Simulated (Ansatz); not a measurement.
The molecule SbCl, multiplicity 3 (the spin of the measured ground state). No spin–orbit coupling.

D_e counts from the fitted minimum to each atom's lowest state at the same level, without counterpoise.

Correlated levels freeze the inner cores; with def2 sets outer-core shells near the valence are correlated too.

The values were computed with Ansatz (a program for electronic structure) with Gaussian orbitals. Each number belongs to the level named beside it. In def2 rows elements past Kr take small-core potentials, without spin–orbit coupling.

Task: What bond energy D_e does BHLYP/def2-TZVPP give?

Result: 2.95 eV

Task: What is the computed bond energy D_e (CAM-B3LYP/def2-TZVPP)?

Result: 3.15 eV

Task: Give the bond energy D_e at the level CCSD/def2-QZVPP.

Result: 2.92 eV
